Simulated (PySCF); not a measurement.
3-fluoro-3-methyloxetane (C4H7FO), SMILES CC1(F)COC1.

The structure is a stationary point at PBE0-D3(BJ)/def2-SVP.

Two levels are set side by side: TDDFT-PBE/def2-SVPD (PySCF) and TDDFT-CAM-B3LYP/def2-SVPD (PySCF). Vertical, same geometry. The lowest singlet is HOMO→LUMO 95 % with PBE and HOMO→LUMO+1 88 % with the other functional; states are paired by order. Differences are taken from unrounded values.

```csv
quantity,TDDFT-PBE
lowest singlet excitation (eV),6.00
lowest triplet excitation (TDA) (eV),5.84
```

### Question
These are the TDDFT-PBE values. What does TDDFT-CAM-B3LYP give? (The exact figures need the calculation; the answer reports its results.)

### Answer

```tsv
quantity	TDDFT-CAM-B3LYP	TDDFT-PBE minus TDDFT-CAM-B3LYP
lowest singlet excitation (eV)	7.15	-1.15
lowest triplet excitation (TDA) (eV)	6.74	-0.90
```

A lower first singlet is the usual sign of a functional without exact exchange. Differences between two approximate levels are no errors against the true value.

Rough cost on one machine, each run with all the roots and properties that it gave: TDDFT-CAM-B3LYP against TDDFT-PBE about 6 times.
